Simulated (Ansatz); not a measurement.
The Ge1–H3 bond of GeH4Se (SMILES [GeH3][SeH]) is stretched (multiplicity 1, the rest rigid).
Geometry at rest (charge 0, multiplicity 1):
```xyz
6

Ge    -1.091     0.399     0.139
Se     1.113    -0.447    -0.157
H     -1.310     1.643    -0.736
H     -2.012    -0.744    -0.309
H     -1.339     0.744     1.615
H      1.743     0.793     0.325
```

Correlated levels freeze the cores. Filled d and f shells under p-block atoms count as core.

The values were computed with Ansatz (Gaussian basis) for Hartree–Fock, density functionals and correlated methods. 

Energies above the point at 1.537 Å (the B3LYP-D3(BJ) bond length), FIC-MRCISD+Q on CASSCF(2,2)/cc-pVTZ (kcal/mol): 6.18 at 1.383 Å; 3.54 at 1.691 Å; 85.44 at 4.918 Å.

Problem. Take the last value as the depth D of a Morse curve D(1 − e^(−a(R − R₀)))², fit a and R₀ to the two near points, and test it at 2.075 and 2.689 Å.

Solution. 
With D = 85.4, both near points (counted from the curve's value at 1.537 Å) are met by a = 1.52 Å⁻¹ and R₀ = 1.540 Å, so k = 2Da² = 393 kcal/(mol Å²). The curve then gives 26.3 and 58.1 kcal/mol; the level itself gives 27.4 and 63.1, so Morse is off by -1.0 and -5.0.

Ansatz is a quantum-chemistry and plane-wave program.
